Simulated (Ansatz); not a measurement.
`O[SiH](O)O[SiH2]F` + `CBO` → `CBO[SiH2]F` + `O[SiH](O)O`  (ligand exchange at the Si–O bond)

Isolated molecules relaxed with PBE0-D4/def2-TZVP in Ansatz; ΔE leaves out vibrations. CCSD(T)/CBS adds triple-zeta CCSD(T) − MP2 to the extrapolated MP2 energy (def2 sets, frozen cores). Functionals use def2-TZVPP. B3LYP here is the variant with VWN-RPA as its local correlation; programs differ in this. Each species was taken in one conformer, which may not be the lowest.

`O[SiH](O)O[SiH2]F`:

```xyz
11

O    -1.825    0.388    1.565
Si   -0.428   -0.273    1.051
O     0.900    0.537    1.563
O    -0.327   -0.226   -0.570
Si    0.616   -0.152   -1.885
F    -0.115   -0.952   -3.051
H    -2.065    1.261    1.250
H    -0.456   -1.660    1.545
H     1.029    0.636    2.507
H     0.753    1.250   -2.333
H     1.918   -0.809   -1.642
```

`CBO`:

```xyz
8

C    -0.574   -0.272   -0.780
B     0.397    0.305    0.294
O     0.427   -0.249    1.532
H    -1.171   -1.111   -0.418
H    -0.012   -0.595   -1.664
H    -1.250    0.513   -1.138
H     1.129    1.234    0.056
H     1.056    0.176    2.119
```

`CBO[SiH2]F`:

```xyz
11

C     1.370   -0.561    1.421
B     0.321    0.233    0.591
O    -0.298   -0.342   -0.477
Si   -1.382    0.244   -1.555
F    -0.610    0.592   -2.902
H     2.328   -0.028    1.414
H     1.532   -1.581    1.067
H     1.070   -0.593    2.475
H     0.027    1.370    0.871
H    -2.002    1.489   -1.052
H    -2.355   -0.824   -1.853
```

`O[SiH](O)O`:

Cartesian coordinates in Å:
```
O 1.042 -0.029 1.267
Si -0.165 -0.233 0.191
O 0.331 -0.358 -1.369
O -1.134 1.081 0.222
H 1.483 0.823 1.284
H -0.839 -1.473 0.623
H 0.841 -1.130 -1.616
H -1.560 1.319 -0.603
```

| level | ΔE (kcal/mol) | difference from CCSD(T)/CBS |
| --- | --- | --- |
| PBE0-D4 | 5.9 | 0.2 |
| B3LYP-D4 | 6.1 | 0.4 |
| ωB97X-V | 5.7 | 0.0 |
| ωB97M-V | 5.7 | 0.0 |
| PBE | 5.4 | -0.3 |
| PBE0 | 5.6 | -0.1 |
| B3LYP | 5.7 | 0.0 |
| HF/def2-TZVPP | 5.9 | 0.2 |
| MP2/def2-TZVPP | 5.7 | 0.0 |
| SCS-MP2/def2-TZVPP | 5.8 | 0.1 |
| CCSD/def2-TZVPP | 5.9 | 0.2 |
| HF/def2-QZVPP | 6.1 | 0.4 |
| MP2/def2-QZVPP | 5.7 | 0.0 |
| HF/CBS(def2) | 6.1 | 0.4 |
| MP2/CBS(def2) | 5.6 | -0.1 |
| CCSD/CBS(def2) | 5.7 | 0.0 |
| CCSD(T)/CBS | 5.7 | 0 |

Largest T1 diagnostic among the species: 0.012.
